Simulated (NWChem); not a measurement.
Si2H4OCl2; SMILES Cl[SiH2]O[SiH2]Cl

```xyz
9

Si    -0.6381     1.3865    -0.7161
Cl     0.9245     2.1459     0.4252
O     -1.2324    -0.0001     0.0003
Si    -0.6404    -1.3891     0.7141
Cl     0.9277    -2.1431    -0.4232
H     -0.1111     1.0843    -2.0830
H     -1.7487     2.3852    -0.7375
H     -1.7502    -2.3887     0.7272
H     -0.1196    -1.0914     2.0844
```
Atoms are numbered in this order, from 1.

All runs: NWChem. Pople sets run with spherical d functions. Medium grid unless said otherwise, to which SCAN and Minnesota functionals are sensitive. All runs use the structure optimised with PBE-D3(BJ)/def2-SVP.

Order these by “dipole (D)”, lowest first: MPW1K/6-31G*; PBE/6-31G*; MN15/6-31G*.

PBE/6-31G* (1.66), MN15/6-31G* (1.76), MPW1K/6-31G* (1.87)
